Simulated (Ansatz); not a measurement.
Reaction (ligand exchange at the In–O bond): `[OH][InH][SH]` + H–F → `[F][InH][SH]` + H₂O

Isolated molecules relaxed with PBE0-D4/def2-TZVP in Ansatz; ΔE leaves out vibrations. CCSD(T)/CBS adds triple-zeta CCSD(T) − MP2 to the extrapolated MP2 energy (def2 sets, frozen cores). This one scheme is used for every species. Elements past krypton have def2 core potentials. For In outer-core shells are correlated without core-valence functions, which leaves a few kJ/mol of doubt a bond. Each species was taken in one conformer, which may not be the lowest.

```csv
species,SCS-MP2/def2-TZVPP energy (Eh)
`[OH][InH][SH]`,-664.12195
H–F,-100.33020
`[F][InH][SH]`,-688.14356
H₂O,-76.32077
```

(1) Work out ΔE.

Largest T1 diagnostic among the species: 0.016.

## Answers

(1) ΔE = (-688.14356) + (-76.32077) − (-664.12195) − (-100.33020) = -0.01218 Eh = -7.6 kcal/mol. CCSD(T)/CBS gives -8.0 kcal/mol.

In def2-TZVPP, CCSD(T) changes the Hartree–Fock value by +3.6 kcal/mol (the triples alone add +0.5 kcal/mol) and MP2 by +4.5 kcal/mol.
